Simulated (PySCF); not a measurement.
Ge(F)2(Cl)(NH2) (ClF2GeH2N), SMILES [Cl][Ge]([NH2])([F])[F]. Atoms are numbered in the order given.

```xyz
7

N      1.8506    -0.3829     0.3601
Ge     0.1387     0.1686     0.1452
F     -0.6161     0.3578     1.6973
F     -0.0350     1.7512    -0.5712
Cl    -0.9555    -1.2475    -1.0276
H      2.2175    -0.8539    -0.4745
H      2.4928     0.3662     0.6439
```

Geometry optimised at PBE-D3(BJ)/def2-SVP. The structure was generated by enumeration, and PubChem lists no compound with its InChIKey, so it may never have been made. The values are those of a single conformer.

Method: CAM-B3LYP/def2-TZVP in PySCF.

ESP charges are fitted to the potential on shells at 1.4 to 2.0 van der Waals radii. Atomic charges (e):

| atom | Löwdin | IAO | ESP fit |
|---|---|---|---|
| N1 | -0.33 | -0.80 | -0.85 |
| Ge2 | 0.09 | 1.54 | 0.77 |
| F3 | -0.12 | -0.51 | -0.25 |
| F4 | -0.14 | -0.52 | -0.30 |
| Cl5 | 0.16 | -0.28 | -0.13 |
| H6 | 0.17 | 0.28 | 0.35 |
| H7 | 0.17 | 0.28 | 0.40 |
